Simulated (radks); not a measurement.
Co III, configuration [Ar] 3d7.

Method: non-relativistic Kohn-Sham, LDA (Slater exchange, VWN5 correlation), spin-polarised, spherical densities, point nucleus; open shells are filled with parallel spins first; hard spherical wall at 5 bohr; computed with a radial shooting solver on a logarithmic mesh with Libxc functionals.

Energy parts (hartree):
part                       energy
total                 -1379.21524
kinetic                1377.65475
electron-nucleus      -3272.15436
Hartree                 571.43785
exchange-correlation    -56.15348

Orbitals (lengths in bohr, moments of r in powers of bohr):
1s up: occ. 1; eigenvalue (hartree) -276.3081; <r^2> 0.004355
1s down: occ. 1; eigenvalue (hartree) -276.3075; <r^2> 0.004355
2s up: occ. 1; eigenvalue (hartree) -33.08327; <r^2> 0.07936
2s down: occ. 1; eigenvalue (hartree) -33.02075; <r^2> 0.07919
2p up: occ. 3; eigenvalue (hartree) -28.84992; <r^2> 0.06302
2p down: occ. 3; eigenvalue (hartree) -28.80241; <r^2> 0.06284
3s up: occ. 1; eigenvalue (hartree) -4.39685; <r^2> 0.7108
3s down: occ. 1; eigenvalue (hartree) -4.27835; <r^2> 0.7157
3p up: occ. 3; eigenvalue (hartree) -3.13273; <r^2> 0.7929
3p down: occ. 3; eigenvalue (hartree) -3.01684; <r^2> 0.8022
3d up: occ. 5; eigenvalue (hartree) -1.05450; <r^2> 1.294
3d down: occ. 2; eigenvalue (hartree) -0.94860; <r^2> 1.393
4s up: occ. 0; eigenvalue (hartree) -0.76394; <r^2> 5.794
4s down: occ. 0; eigenvalue (hartree) -0.72800; <r^2> 5.973
4p up: occ. 0; eigenvalue (hartree) -0.50960; <r^2> 6.971
4p down: occ. 0; eigenvalue (hartree) -0.48072; <r^2> 7.166
4d up: occ. 0; eigenvalue (hartree) -0.10229; <r^2> 8.937
4d down: occ. 0; eigenvalue (hartree) -0.07810; <r^2> 9.067

The highest occupied level is 3d down at -25.813 eV. The spin density at the nucleus is -0.621 e/bohr^3 (1s -0.056, 2s -1.277, 3s 0.711), a Fermi contact field of -32.6 T. Spin moment in Bohr magnetons: 3. Summed over all electrons, <r^2> = 16.01 bohr^2, which gives a Langevin (diamagnetic) susceptibility term of -12.7 x 10^-6 cm^3/mol.
